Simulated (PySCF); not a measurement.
## Two-photon absorption: `CN(C)/C=C/C=[N+](C)C`, [C7H15N2]+, charge +1

Geometry:
```
atom   x (Å)   y (Å)   z (Å)
  C1   3.731   0.991  -0.366
  N2   2.537   0.173  -0.251
  C3   2.706  -1.269  -0.287
  C4   1.342   0.713  -0.123
  C5   0.132   0.029  -0.008
  C6  -1.043   0.769   0.120
  N7  -2.263   0.286   0.239
  C8  -2.503  -1.147   0.246
  C9  -3.416   1.159   0.366
 H10   3.466   2.053  -0.310
 H11   4.233   0.800  -1.328
 H12   4.433   0.757   0.449
 H13   3.769  -1.507  -0.404
 H14   2.347  -1.726   0.648
 H15   2.155  -1.705  -1.135
 H16   1.329   1.808  -0.108
 H17   0.106  -1.060  -0.018
 H18  -0.976   1.862   0.126
 H19  -2.164  -1.603  -0.697
 H20  -3.576  -1.334   0.357
 H21  -1.976  -1.625   1.087
 H22  -3.938   0.966   1.316
 H23  -3.097   2.208   0.344
 H24  -4.119   0.984  -0.463
```

Total charge +1.

Method: TDDFT CAM-B3LYP/def2-SVPD excited states, vertical, gas phase in PySCF. Geometry: PBE0-D3(BJ)/def2-SVP.

Problem. How strongly do the lowest singlets absorb one photon, and two photons of half the energy?

Solution. δ for parallel linear polarisation; σ at the peak of a Lorentzian of half width 0.1 eV, single beam; Ω is circular over linear.
| state | E (eV) | f | photon λ (nm) | δ (au) | σ (GM) | Ω | main |
| --- | --- | --- | --- | --- | --- | --- | --- |
| S1 | 4.73 | 0.947 | 524 | 33.3 | 0.27 | 1.50 | HOMO→LUMO 0.98 |
| S2 | 6.55 | 0.035 | 378 | 0.4 | 0.01 | 1.49 | HOMO→LUMO+1 0.92 |
| S3 | 6.88 | 0.020 | 361 | 32.2 | 0.56 | 1.50 | HOMO→LUMO+2 0.92 |
| S4 | 7.03 | 0.006 | 353 | 126 | 2.29 | 0.77 | HOMO→LUMO+4 0.93 |
| S5 | 7.19 | 0.000 | 345 | 339 | 6.41 | 1.50 | HOMO→LUMO+3 0.90 |
| S6 | 7.35 | 0.048 | 337 | 2980 | 59.05 | 0.61 | HOMO−1→LUMO 0.93 |

Among these, the strongest one-photon state is S1, the strongest two-photon state S6.
